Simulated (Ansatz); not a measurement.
`[F][InH2]` + `OB(F)[NH][GeH3]` → `[F][InH][GeH3]` + `NB(O)F`  (redistribution)

Program: Ansatz. Geometries: PBE0-D4/def2-TZVP. ΔE: electronic, gas phase. CCSD(T)/CBS adds triple-zeta CCSD(T) − MP2 to the extrapolated MP2 energy (def2 sets, frozen cores). DFT in def2-TZVPP. def2 core potentials past Kr. For Ge, In outer-core shells are correlated without core-valence functions, which leaves a few kJ/mol of doubt a bond. Scalar relativity is left out up to krypton. Each species was taken in one conformer, which may not be the lowest.

`[F][InH2]`:

Z-matrix (Å, degrees):
```
In
F 1 1.961
H 1 1.702 2 110.4
H 1 1.702 2 110.4 3 180.0
```

`OB(F)[NH][GeH3]`:

Cartesian coordinates in Å:
```
O 0.759 -1.450 0.837
B 0.614 -1.079 -0.469
F 1.098 -1.879 -1.438
N -0.032 0.124 -0.789
Ge -0.739 1.308 0.440
H 1.214 -2.287 0.941
H -0.119 0.363 -1.763
H 0.374 1.836 1.356
H -1.824 0.611 1.272
H -1.345 2.454 -0.386
```

`[F][InH][GeH3]`:

Cartesian coordinates in Å:
```
F 1.438 -0.959 2.101
In -0.227 -0.188 1.396
Ge 0.006 0.237 -1.146
H -1.374 -0.026 2.660
H -0.973 1.324 -1.621
H 1.439 0.672 -1.483
H -0.310 -1.061 -1.908
```

`NB(O)F`:

Cartesian coordinates in Å:
```
N -0.048 -0.168 -0.919
B -0.369 0.034 0.435
O 0.519 0.312 1.431
F -1.653 -0.049 0.800
H -0.761 -0.369 -1.597
H 0.880 -0.127 -1.298
H 1.432 0.367 1.147
```

CCSD(T)/CBS gives -10.6 kcal/mol.

(1) Another level gave -12.6 kcal/mol. Which?
A. PBE0/def2-TZVPP
B. B2PLYP/def2-TZVPP
C. ωB97X-V/def2-TZVPP
D. HF/def2-TZVPP

Largest T1 diagnostic among the species: 0.016.

Results:

(1) A. PBE0 -12.6, B2PLYP -10.5, ωB97X-V -8.8, HF/def2-TZVPP -7.5 kcal/mol.

From PBE to PBE0 (25 % exact exchange), in def2-TZVPP and without D4, ΔE moves by +0.9 kcal/mol. The D4 term adds +1.1 kcal/mol with B3LYP and +0.6 kcal/mol with PBE0; it sums over pairs of atoms, weighted by their polarisabilities, and B3LYP, whose exchange is more repulsive, gets the larger term.

B3LYP here is the variant with VWN-RPA as its local correlation; programs differ in this.
